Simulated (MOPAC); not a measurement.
MOPAC input (PM6):

```
PM6 1SCF UHF MS=0.5 GEO-OK AUX(PRECISION=9) THREADS=1
CH7P2Si

C    -1.60525200 1    1.39753100 1   -0.26494600 1
Si   -0.16168600 1    0.21986500 1   -0.55624600 1
P    -0.56789100 1   -1.93893300 1    0.02901100 1
P     1.68750000 1    1.05222700 1    0.46095600 1
H    -1.35446700 1    2.40829400 1   -0.59153600 1
H    -2.49167300 1    1.06538300 1   -0.80689400 1
H    -1.85277400 1    1.43215100 1    0.80024300 1
H    -1.16737700 1   -1.60178600 1    1.27591400 1
H    -1.81521600 1   -2.00404600 1   -0.64816100 1
H     2.46989200 1   -0.10654700 1    0.22568200 1
H     1.31258000 1    0.64385100 1    1.77236800 1
```

Output:

```
 *******************************************************************************
 **                                                                           **
 **                              MOPAC v23.2.5                                **
 **                                                                           **
 *******************************************************************************
 ** MOPAC's Digital Object Identifier: https://doi.org/10.5281/zenodo.6511958 **
 **                                                                           **
 ** Please cite the open-source release paper for use of this MOPAC version:  **
 ** J. E. Moussa and J. J. P. Stewart (2026)                                  **
 ** MOPAC: An open-source semiempirical molecular orbital program             **
 ** J. Open Source Softw., 11(119), 8025, https://doi.org/10.21105/joss.08025 **
 *******************************************************************************

                              PM6 CALCULATION RESULTS

 *******************************************************************************
 *  PM6        - The PM6 Hamiltonian to be used
 *  GEO-OK     - OVERRIDE INTERATOMIC DISTANCE AND OTHER SAFETY CHECKS
 *  UHF        - UNRESTRICTED HARTREE-FOCK CALCULATION
 *  MS=        - IN MECI, MAGNETIC COMPONENT OF SPIN =  0.5
 *  1SCF       - DO 1 SCF AND THEN STOP
 *  AUX        - OUTPUT AUXILIARY INFORMATION
 *******************************************************************************
PM6 1SCF UHF MS=0.5 GEO-OK AUX(PRECISION=9) THREADS=1
 CH7P2Si

   ATOM   CHEMICAL          X               Y               Z
  NUMBER   SYMBOL      (ANGSTROMS)     (ANGSTROMS)     (ANGSTROMS)

     1       C         -1.60525200  *   1.39753100  *  -0.26494600  *
     2      Si         -0.16168600  *   0.21986500  *  -0.55624600  *
     3       P         -0.56789100  *  -1.93893300  *   0.02901100  *
     4       P          1.68750000  *   1.05222700  *   0.46095600  *
     5       H         -1.35446700  *   2.40829400  *  -0.59153600  *
     6       H         -2.49167300  *   1.06538300  *  -0.80689400  *
     7       H         -1.85277400  *   1.43215100  *   0.80024300  *
     8       H         -1.16737700  *  -1.60178600  *   1.27591400  *
     9       H         -1.81521600  *  -2.00404600  *  -0.64816100  *
    10       H          2.46989200  *  -0.10654700  *   0.22568200  *
    11       H          1.31258000  *   0.64385100  *   1.77236800  *

          CARTESIAN COORDINATES

    NO.       ATOM           X           Y           Z

     1         C         -1.6053      1.3975     -0.2649
     2        Si         -0.1617      0.2199     -0.5562
     3         P         -0.5679     -1.9389      0.0290
     4         P          1.6875      1.0522      0.4610
     5         H         -1.3545      2.4083     -0.5915
     6         H         -2.4917      1.0654     -0.8069
     7         H         -1.8528      1.4322      0.8002
     8         H         -1.1674     -1.6018      1.2759
     9         H         -1.8152     -2.0040     -0.6482
    10         H          2.4699     -0.1065      0.2257
    11         H          1.3126      0.6439      1.7724

 General Reference for PM6:
 "Optimization of Parameters for Semiempirical Methods V: Modification of NDDO Approximations
 and Application to 70 Elements", J. J. P. Stewart, J. Mol. Mod., 13, 1173-1213 (2007)
 URL: https://link.springer.com/article/10.1007/s00894-007-0233-4

           Empirical Formula: C H7 Si P2  =    11 atoms

      MOLECULAR POINT GROUP   :   C1

          UHF CALCULATION, NO. OF ALPHA ELECTRONS =   13
                           NO. OF BETA  ELECTRONS =   12

 -------------------------------------------------------------------------------
 PM6 1SCF UHF MS=0.5 GEO-OK AUX(PRECISION=9) THREADS=1
 CH7P2Si

     1SCF WAS SPECIFIED, SO BFGS WAS NOT USED
     SCF FIELD WAS ACHIEVED

                              PM6 CALCULATION
                                                       MOPAC v23.2.5 Linux

          FINAL HEAT OF FORMATION =       -174.78272 KCAL/MOL =    -731.29089 KJ/MOL

          COSMO AREA              =        143.25 SQUARE ANGSTROMS
          COSMO VOLUME            =        140.09 CUBIC ANGSTROMS

          IONIZATION POTENTIAL    =          7.310819 EV
          ALPHA SOMO LUMO (EV)    =         -7.311 -0.118
          BETA  SOMO LUMO (EV)    =         -9.349 -1.675
          NO. OF ALPHA ELECTRONS  =         13
          NO. OF BETA  ELECTRONS  =         12
          MOLECULAR WEIGHT        =        109.0993         POINT GROUP:  C1

          MOLECULAR DIMENSIONS (Angstroms)

            Atom       Atom       Distance
            H    10    H     6     5.20161
            H     5    H     9     4.40329
           Si     2    H    11     1.98669

          SCF CALCULATIONS        =          1

   ATOM   CHEMICAL          X               Y               Z
  NUMBER   SYMBOL      (ANGSTROMS)     (ANGSTROMS)     (ANGSTROMS)

     1       C         -1.60525200  *   1.39753100  *  -0.26494600  *
     2      Si         -0.16168600  *   0.21986500  *  -0.55624600  *
     3       P         -0.56789100  *  -1.93893300  *   0.02901100  *
     4       P          1.68750000  *   1.05222700  *   0.46095600  *
     5       H         -1.35446700  *   2.40829400  *  -0.59153600  *
     6       H         -2.49167300  *   1.06538300  *  -0.80689400  *
     7       H         -1.85277400  *   1.43215100  *   0.80024300  *
     8       H         -1.16737700  *  -1.60178600  *   1.27591400  *
     9       H         -1.81521600  *  -2.00404600  *  -0.64816100  *
    10       H          2.46989200  *  -0.10654700  *   0.22568200  *
    11       H          1.31258000  *   0.64385100  *   1.77236800  *

                             CARTESIAN COORDINATES

   1    C       -1.605252000     1.397531000    -0.264946000
   2   Si       -0.161686000     0.219865000    -0.556246000
   3    P       -0.567891000    -1.938933000     0.029011000
   4    P        1.687500000     1.052227000     0.460956000
   5    H       -1.354467000     2.408294000    -0.591536000
   6    H       -2.491673000     1.065383000    -0.806894000
   7    H       -1.852774000     1.432151000     0.800243000
   8    H       -1.167377000    -1.601786000     1.275914000
   9    H       -1.815216000    -2.004046000    -0.648161000
  10    H        2.469892000    -0.106547000     0.225682000
  11    H        1.312580000     0.643851000     1.772368000

           Empirical Formula: C H7 Si P2  =    11 atoms

      MOLECULAR POINT GROUP   :   C1

          ALPHA EIGENVALUES
 -25.48958 -22.63315 -21.98889 -16.37342 -14.95460 -14.35430 -14.31753 -14.05951
 -12.50968 -11.57062 -10.04899  -9.43807  -7.31082  -0.11755   0.11074   0.58024
   1.66298   1.81326   2.34708   3.12957   3.79078   3.84784   4.05373   4.59654
   4.78275   5.49731   5.63880   6.75265 132.31839 132.61518 132.93625 134.41016
 134.58636 135.43227 135.59361 137.24368 137.45302 137.84225

           BETA EIGENVALUES
 -25.40540 -22.52586 -21.92639 -15.84691 -14.84995 -14.28643 -14.26512 -13.96599
 -12.37113 -11.44128  -9.96081  -9.34947  -1.67541   0.06138   0.34340   0.94585
   1.81876   1.96814   2.63373   3.26149   3.91369   3.93534   4.12267   4.64647
   4.82227   5.52796   5.64897   6.76832 132.35851 132.65283 132.98290 134.43728
 134.60809 135.45191 135.61353 137.27859 137.49376 137.87806

              NET ATOMIC CHARGES AND DIPOLE CONTRIBUTIONS

  ATOM NO.   TYPE          CHARGE      No. of ELECS.   s-Pop       p-Pop       d-Pop
    1          C          -0.775996        4.7760     1.07878     3.69721
    2         Si           0.100762        3.8992     1.40708     2.07454     0.41762
    3          P          -0.061254        5.0613     1.61094     3.43830     0.01202
    4          P          -0.052612        5.0526     1.60917     3.43137     0.01207
    5          H           0.210646        0.7894     0.78935
    6          H           0.196788        0.8032     0.80321
    7          H           0.195209        0.8048     0.80479
    8          H           0.040124        0.9599     0.95988
    9          H           0.049766        0.9502     0.95023
   10          H           0.054911        0.9451     0.94509
   11          H           0.041656        0.9583     0.95834
 DIPOLE           X         Y         Z       TOTAL
 POINT-CHG.     0.438    -0.699     0.488     0.958
 HYBRID        -2.768     0.379     0.882     2.930
 SUM           -2.330    -0.320     1.370     2.722

          ATOMIC ORBITAL ELECTRON POPULATIONS

     Atom    s        px        py        pz      x^2-y^2     xz        z^2       yz        xy
    1  C   1.07878   1.25776   1.24653   1.19292
    2 Si   1.40708   0.64382   0.67178   0.75893   0.11611   0.06875   0.06203   0.04244   0.12828
    3  P   1.61094   1.19636   1.24418   0.99775   0.00333   0.00315   0.00212   0.00177   0.00164
    4  P   1.60917   1.08414   1.32995   1.01728   0.00185   0.00216   0.00308   0.00147   0.00351
    5  H   0.78935
    6  H   0.80321
    7  H   0.80479
    8  H   0.95988
    9  H   0.95023
   10  H   0.94509
   11  H   0.95834

                    (SZ)    =    0.500000
                    (S**2)  =    0.751117

          ATOMIC ORBITAL SPIN POPULATIONS

    Atom   Total    s     px     py     pz   x^2-y^2  xz     z^2    yz     xy
         Atomic
    1  C  0.0517  0.005  0.020  0.013  0.014
    2 Si  0.8270  0.169  0.016 -0.001  0.585 -0.000  0.016  0.035  0.007 -0.000
    3  P  0.0416  0.001  0.002  0.036  0.002  0.000  0.000  0.000  0.000  0.000
    4  P  0.0278  0.002  0.017 -0.000  0.009  0.000  0.000  0.000  0.000  0.000
    5  H -0.0017 -0.002
    6  H -0.0014 -0.001
    7  H  0.0073  0.007
    8  H  0.0226  0.023
    9  H  0.0012  0.001
   10  H -0.0008 -0.001
   11  H  0.0245  0.025

 **********************
 *                    *
 * JOB ENDED NORMALLY *
 *                    *
 **********************

 == MOPAC DONE ==
```

The geometry given is a B3LYP-D3(BJ)/def2-TZVP minimum.
